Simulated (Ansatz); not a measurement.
One change: `FC(F)(F)[O][SnH3]` becomes `FC(Cl)C(F)(F)F`.

Ansatz, PBE0-D4/def2-TZVP geometries, multiplicity 1. 

Elements past krypton have def2 core potentials.

```csv
property,`FC(F)(F)[O][SnH3]`
HOMO–LUMO gap (PBE0/def2-TZVPP) / eV,8.31
size of the dipole moment (ωB97M-V/def2-TZVPP) / D,4.05
zero-point energy (PBE0-D4/def2-TZVP) / kJ/mol,102.7
HOMO energy (B3LYP/def2-TZVPP) / eV,-9.13
HOMO–LUMO gap (ωB97M-V/def2-TZVPP) / eV,12.16
HOMO–LUMO gap (PBE/def2-TZVPP) / eV,5.89
```

**Question.** What does the change do to each property? (Best estimate.)

**Answer.** The calculation gave: 
```json
{"property": "HOMO–LUMO gap (PBE0/def2-TZVPP) / eV", "`FC(Cl)C(F)(F)F`": "9.64", "shift": "1.33"}
{"property": "size of the dipole moment (ωB97M-V/def2-TZVPP) / D", "`FC(Cl)C(F)(F)F`": "1.40", "shift": "-2.65"}
{"property": "zero-point energy (PBE0-D4/def2-TZVP) / kJ/mol", "`FC(Cl)C(F)(F)F`": "95.1", "shift": "-7.6"}
{"property": "HOMO energy (B3LYP/def2-TZVPP) / eV", "`FC(Cl)C(F)(F)F`": "-9.23", "shift": "-0.10"}
{"property": "HOMO–LUMO gap (ωB97M-V/def2-TZVPP) / eV", "`FC(Cl)C(F)(F)F`": "14.16", "shift": "2.00"}
{"property": "HOMO–LUMO gap (PBE/def2-TZVPP) / eV", "`FC(Cl)C(F)(F)F`": "6.96", "shift": "1.07"}
```

With PBE0 the HOMO falls by 0.11 eV and the LUMO rises by 1.21 eV, so the gap widens by about 1.32 eV. PBE moves the HOMO by -0.22 eV and ωB97M-V by -0.13 eV. The zero-point energy changes by -7.6 kJ/mol with -3 modes. Dipoles are sizes alone; their direction can turn.

B3LYP here is the variant with VWN-RPA as its local correlation; programs differ in this.
